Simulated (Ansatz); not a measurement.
Start from `C[S][GeH]` and change one atom or group to get `C[S][Ge][NH2]`.

Ansatz, PBE0-D4/def2-TZVP geometries, multiplicity 1. Each molecule was computed in one conformer, which needn't be the lowest.

Scalar relativity is left out up to krypton.

```
                                        property  `C[S][GeH]`
              HOMO energy (PBE0/def2-TZVPP) / eV        -6.77
size of the dipole moment (B3LYP/def2-TZVPP) / D         1.54
           LUMO energy (ωB97M-V/def2-TZVPP) / eV        -0.39
             HOMO energy (B3LYP/def2-TZVPP) / eV        -6.60
           HOMO–LUMO gap (B3LYP/def2-TZVPP) / eV         4.08
  size of the dipole moment (PBE/def2-TZVPP) / D         1.54
```

Q: What does the change do to each property? (Best estimate.)

A: Computed: 
| property | `C[S][Ge][NH2]` | shift |
| --- | --- | --- |
| HOMO energy (PBE0/def2-TZVPP) / eV | -6.70 | 0.07 |
| size of the dipole moment (B3LYP/def2-TZVPP) / D | 0.82 | -0.72 |
| LUMO energy (ωB97M-V/def2-TZVPP) / eV | 0.56 | 0.95 |
| HOMO energy (B3LYP/def2-TZVPP) / eV | -6.46 | 0.14 |
| HOMO–LUMO gap (B3LYP/def2-TZVPP) / eV | 4.93 | 0.85 |
| size of the dipole moment (PBE/def2-TZVPP) / D | 0.72 | -0.82 |

With PBE0 the HOMO rises by 0.07 eV and the LUMO rises by 0.99 eV, so the gap widens by about 0.92 eV. PBE moves the HOMO by 0.21 eV and ωB97M-V by 0.09 eV. Dipoles are sizes alone; their direction can turn.

B3LYP here is the variant with VWN-RPA as its local correlation; programs differ in this.
